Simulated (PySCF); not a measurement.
Bond curve of TbC

Set-up: basis Tb x2c-SVPall, C x2c-SVPall; spin-free X2C with a Gaussian nucleus; PySCF 2.14. Energies in eV from Tb (4f9 6s2) + C in their ground configurations at the same level. All curves are PBE0. state 1: decet, about 8.1 electrons in the 4f shell (Mulliken), real f orbitals that mix terms; state 2: Ms = 2.5 determinant of mixed spin, about 8.1 electrons in the 4f shell (Mulliken), real f orbitals that mix terms, a second solution, started from another occupation; state 3: Ms = 3.5 determinant of mixed spin, about 8.1 electrons in the 4f shell (Mulliken), real f orbitals that mix terms, a second solution, started from another occupation.

```
R (Å)  state 1  state 2  state 3
1.736   -2.176   -2.216   -1.949
1.816   -2.822   -2.738   -2.468
1.897   -3.192   -3.058   -2.795
1.958   -3.328   -3.185   -2.925
2.018   -3.366   -3.230   -2.970
2.079   -3.326   -3.211   -2.945
2.159   -3.179   -3.108   -2.827
2.260   -2.894   -2.901   -2.582
2.381   -2.572   -2.607   -2.215
2.543            -2.201   -1.720
```

Problem. Put a parabola through the three lowest points of the state 1 curve and estimate Re, k and ωe (reduced mass 11.16 u; 1 eV/Å² = 0.16022 mdyn/Å; ωe = 1302.8·√(k/μ) cm⁻¹).

Solution. Through R = 1.958, 2.018, 2.079 Å the second-order coefficient is 10.7 eV/Å², so Re ≈ 2.018 Å, k ≈ 3.41 mdyn/Å and ωe ≈ 721 cm⁻¹. A polynomial fit of higher order to the unrounded PBE0 energies gives Re = 2.015 Å, k = 3.46 mdyn/Å, ωe = 726 cm⁻¹; anharmonicity and rounding make the difference.

The higher-order fit for each curve: state 1: Re = 2.015 Å, ωe = 726 cm⁻¹, De = 3.37 eV; state 2: Re = 2.028 Å, ωe = 647 cm⁻¹, minimum 3.23 eV below the ground-state fragments; state 3: Re = 2.025 Å, ωe = 674 cm⁻¹, minimum 2.97 eV below the ground-state fragments.

⟨S²⟩ of the unrestricted solution departs from its pure value on part of the curve, where spin states mix. These are scalar-relativistic numbers at best; spin–orbit coupling would shift them, the dissociation energy most. The state is the lowest single determinant that the PBE0 search found; with open d or f shells the true ground state can be another one.
